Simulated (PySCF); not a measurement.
Sm(OH)3 at several levels of theory

Computed with PySCF 2.14.0 (density fitting, no spin-orbit coupling) at the geometry relaxed with PBE0:

```xyz
7
Sm(OH)3 (singlet in the valence; each metal's 4f electrons, 5 of them, lie in its core potential, out of spins and levels)
Sm    0.0000    0.0000   -0.0327
O     2.0904    0.0000    0.1162
H     3.0397    0.0000    0.2326
O    -1.0452    1.8103    0.1162
H    -1.5198    2.6325    0.2326
O    -1.0452   -1.8103    0.1162
H    -1.5199   -2.6325    0.2326
```

```
level                                                 basis    state  HOMO (eV)  gap (eV)  charge on Sm1 (e)  population of f-type functions on Sm1 (polarisation alone where 4f lies in the core)  dipole about the centre of mass (D)  largest force component (eV/Å)
 PBE0     Sm lcecp-1-SVP with ECP51, O def2-SVP, H def2-SVP  singlet      -7.55      6.28               1.10                                                                                  0.11                                 0.55                            0.01
 PBE0  Sm lcecp-1-TZVP with ECP51, O def2-TZVP, H def2-TZVP  singlet      -7.83      6.50               1.63                                                                                  0.12                                 0.62                            0.28
```

In the lcecp rows the 4f levels are missing from HOMO and gap, and the state counts the valence alone.

Charges are Mulliken's, which hang on the basis. The relaxation used the grid (50, 194), these runs (75, 302) or, all-electron (x2c bases, spin-free X2C Hamiltonian), (99, 590).

Q: A further run in the first row's basis gives HOMO (eV) -7.25, gap (eV) 5.64, charge on Sm1 (e) 1.03, population of f-type functions on Sm1 (polarisation alone where 4f lies in the core) 0.10, dipole about the centre of mass (D) 0.54, largest force component (eV/Å) 0.17. Which level was it?
A. HF
B. B3LYP

A: B. The others give HOMO -11.80 eV (HF).

In the first row's basis the gap widens with exact exchange: 5.6 to 6.3 eV for B3LYP, PBE0 (a fixed share); 12.6 eV for Hartree–Fock (rising or full at long range).

An lcecp potential fixes the number of 4f electrons, so in runs with it no electron can move into or out of that shell.
